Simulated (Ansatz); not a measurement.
Gas-phase electronic energies from Ansatz, PBE0-D4/def2-TZVP geometries. CCSD(T)/CBS adds triple-zeta CCSD(T) − MP2 to the extrapolated MP2 energy (def2 sets, frozen cores). One conformer a species, not always the lowest.

`C[SiH](S)CCl` → `CCS[SiH2]Cl`  (isomerisation)

```json
{"species": "`C[SiH](S)CCl`", "MP2/def2-QZVPP energy (Eh)": "-1226.83926"}
{"species": "`CCS[SiH2]Cl`", "MP2/def2-QZVPP energy (Eh)": "-1226.86842"}
```

**Question.** Work out ΔE.

**Answer.** ΔE = (-1226.86842) − (-1226.83926) = -0.02916 Eh = -0.79 eV. CCSD(T)/CBS gives -0.76 eV.

Largest T1 diagnostic among the species: 0.010.

In def2-TZVPP, CCSD(T) changes the Hartree–Fock value by +0.11 eV (the triples alone add +0.00 eV) and MP2 by +0.06 eV.
